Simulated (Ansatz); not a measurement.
Species: [Zr(SH)4] (charge 0, multiplicity 1), formula H₄S₄Zr.

**Question.** How many basis functions does Ansatz (an electronic-structure program) with frozen-core CCSD(T)/def2-TZVPP // TPSS-D3(BJ)/def2-SVP use, how many core orbitals are frozen, and how many electrons are correlated?

**Answer.** 280 basis functions and 20 frozen orbitals, which leaves 40 correlated electrons. Core time is of the order of minutes.
